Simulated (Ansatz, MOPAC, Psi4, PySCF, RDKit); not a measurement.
Pair of molecules: C2H6 (SMILES CC) (first 8 atoms) with CH3Br (SMILES CBr); geometry from B3LYP-D3(BJ)/def2-TZVP, rigid monomers moved along the line of their centres of mass till C2···H11 is 2.67 Å.
(charge 0, multiplicity 1):
```xyz
13

C      0.71618    -0.47088     0.10971
C     -0.53952     0.29996     0.50558
H      0.53009    -1.12199    -0.74682
H      1.07685    -1.09457     0.92948
H      1.52699     0.20852    -0.15837
H     -0.89378     0.92890    -0.31341
H     -0.34804     0.95024     1.36106
H     -1.35570    -0.37615     0.77154
C      0.17207    -1.06872     3.67316
Br     1.44152     0.42027     3.65184
H     -0.56259    -0.88298     2.89812
H     -0.28762    -1.09371     4.65478
H      0.72911    -1.97810     3.47730
```

Interaction energies are E(AB) − E(A) − E(B) at the monomers' geometry in the complex; basis-set methods are counterpoise corrected. Rows marked so take none.

Cores are frozen in the correlated methods. Filled d and f shells under p-block atoms count as core. Rows in 3-21G, 6-31G* carry no dispersion term and start afresh at each structure (6-31G* with six Cartesian d functions); the Pople sets are all-electron and without relativity. MP2/6-31G* freezes PySCF's default core, which leaves 3d correlated. The state that AM1 reach isn't checked.

Programs: Ansatz (Gaussian basis) for Hartree–Fock, density functionals and correlated methods; MOPAC for AM1 (differences of heats of formation); Psi4 for SAPT; PySCF for 3-21G rows, 6-31G* rows, the dispersion terms; RDKit for the force fields. Each number belongs to the level named beside it.

| level | interaction energy (meV) |
|---|---|
| MMFF94 | 68.9 |
| AM1 | 23.5 |
| B3LYP/3-21G (no counterpoise) | 6.2 |
| B3LYP/6-31G* | 85.9 |
| B3LYP-D4/def2-TZVPPD | -35.1 |
| PBE0/def2-TZVPPD | 29.3 |
| MP2/6-31G* (no counterpoise) | -1.6 |
| CCSD(T)/aug-cc-pVDZ | … |
| SAPT0/aug-cc-pVDZ | … |

Task: Fill in the missing entries.

Result: 
- CCSD(T)/aug-cc-pVDZ, interaction energy (meV): -21.0
- SAPT0/aug-cc-pVDZ, interaction energy (meV): -51.4

Ansatz is a program for electronic structure.
